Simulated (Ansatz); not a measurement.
Two spin states of RbSr, each at its own minimum; 2S+1 = 2, 4 were tried, and our sources give no spin for the ground state. No spin–orbit coupling.

Each state is the lowest solution found for its spin in def2 and cc sets.

Correlated levels freeze the inner cores; with def2 sets outer-core shells near the valence are correlated too.

Programs: Ansatz (Gaussian orbitals).  In def2 rows elements past Kr take small-core potentials, without spin–orbit coupling.

| level | energy of the multiplicity-4 state above the multiplicity-2 state (kJ/mol) |
|---|---|
| PBE/def2-TZVPP | (withheld) |
| PBE0/def2-TZVPP | (withheld) |
| wB97X-V/def2-TZVPP | 156.4 |
| CCSD(T)/def2-TZVPP | 157.4 |

Problem. Some entries are withheld; supply them.

Solution. 
- PBE/def2-TZVPP, energy of the multiplicity-4 state above the multiplicity-2 state (kJ/mol): 150.4
- PBE0/def2-TZVPP, energy of the multiplicity-4 state above the multiplicity-2 state (kJ/mol): 144.4

Ansatz is a first-principles code.
